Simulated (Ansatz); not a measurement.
Reaction (ligand exchange at the Al–O bond): `[OH][Al]([OH])[O][SiH3]` + CH₃OH → `C[O][Al]([OH])[OH]` + `O[SiH3]`

Computed with Ansatz on PBE0-D4/def2-TZVP structures; ΔE is electronic, products minus reactants. CCSD(T)/CBS adds triple-zeta CCSD(T) − MP2 to the extrapolated MP2 energy (def2 sets, frozen cores). This one scheme is used for every species. Functionals use def2-TZVPP. Each species was taken in one conformer, which may not be the lowest.

(1) Is it downhill or uphill in electronic energy at CCSD(T)/CBS, and by how much? (An estimate is asked.)

(2) What do these levels give: r2SCAN-D4, ωB97M-V, PBE, CCSD(T)/def2-TZVPP, HF/def2-QZVPP, SCS-MP2/def2-QZVPP? (Best estimate.)

Largest T1 diagnostic among the species: 0.012.

Answers

(1) Ansatz gave: Uphill: ΔE = +0.29 eV.

(2) Computed: r2SCAN-D4 0.27, ωB97M-V 0.27, PBE 0.24, CCSD(T)/def2-TZVPP 0.29, HF/def2-QZVPP 0.36, SCS-MP2/def2-QZVPP 0.30 eV.

In def2-TZVPP, CCSD(T) changes the Hartree–Fock value by −0.05 eV (the triples alone add −0.01 eV) and MP2 by −0.06 eV. From PBE to PBE0 (25 % exact exchange), in def2-TZVPP and without D4, ΔE moves by +0.03 eV.
